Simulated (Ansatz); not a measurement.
Ideal-gas functions of C3FGeN3 (`N#[C][Ge]([F])([C]#N)[C]#N`) at 500 K and 1 bar, from an Ansatz frequency run at PBE0-D4/def2-TZVP.

Molar mass 169.66 g/mol, point group C3v (symmetry number 3), electronic degeneracy 1, moments of inertia 335.68, 335.686, 466.8 u Å². Harmonic wavenumbers (cm⁻¹, unscaled): 82, 82, 95, 153, 153, 248, 319, 319, 376, 376, 378, 481, 541, 541, 762, 2350, 2350, 2353.

Use S(trans) = R[1.5 ln M + 2.5 ln T − 1.1517]; rotational temperatures θ = 24.2544 K / I; S(rot) = R[ln(√π/σ · √(T³/θAθBθC)) + 1.5]; for each mode x = 1.438777 ν̃/T, S = R[x/(eˣ − 1) − ln(1 − e⁻ˣ)] and H = RT x/(eˣ − 1); 1 cm⁻¹ = 0.0119627 kJ/mol; R = 8.31446 J/(mol·K).

**Question.** By hand: the entropy, in J/(mol·K).

**Answer.** Translation 183.6. Rotation: θ = 0.0723, 0.0723, 0.052 K, giving 119.7. Vibration, mode by mode: 20.34, 20.34, 19.12, 15.20, 15.20, 11.29, 9.31, 9.31, 8.05, 8.05, 8.01, 6.25, 5.43, 5.43, 3.27, 0.07, 0.07, 0.07, in all 164.8. Electronic 0.0. Sum 468.1 J/(mol·K).

**Question.** By hand: H − E and G − E in kJ/mol, counted from the electronic energy.

**Answer.** Zero-point energy ½ × 11959 × 0.0119627 = 71.5; thermal vibration 39.1; translation, rotation and pV give 4 RT = 16.6. H − E = 127.2 kJ/mol, and G − E = 127.2 − 500 × 468.1/1000 = -106.9 kJ/mol.

Vibration gives 35 % of the entropy, 59.8 J/(mol·K) of it from the modes under 150 cm⁻¹: soft modes count most, and the harmonic formula is weakest for them.
